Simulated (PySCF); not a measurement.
## ZnCl⁻: from constants to spectrum

RHF-CCSD(T) constants of ZnCl⁻, ¹Σ⁺ (singlet), closed shell (Zn def2-TZVPPD, Cl def2-TZVPPD; no relativity (PySCF 2.14); masses 63.9291 and 34.9689 u):

| Item | Value |
| --- | --- |
| ωe | 177.9 cm⁻¹ |
| ωexe | 1.93 cm⁻¹ |
| Be | 0.11958 cm⁻¹ |
| αe | 0.00151 cm⁻¹ |
| De to Zn + Cl⁻ | 0.68 eV |

(1) What force constant and bond length do these constants imply?

(2) Estimate the centrifugal constant D from the Kratzer relation and find the Dunham coefficient a1.

Correlated steps freeze 10 core orbitals. For an ion De counts to the pair picked by the measured ionisation energies or electron affinities, which need not be the lowest pair at this level.

## Answers

(1) Reduced mass μred = 22.604 u; k = 5.8918×10⁻⁷·μred·ωe² (u, cm⁻¹, mdyn/Å) = 0.421 mdyn/Å; Re = √(16.8576/(μred·Be)) (u, cm⁻¹, Å) = 2.497 Å.

(2) D = 4Be³/ωe² = 2.16e-07 cm⁻¹; a1 = −1 − αeωe/(6Be²) = -4.13.
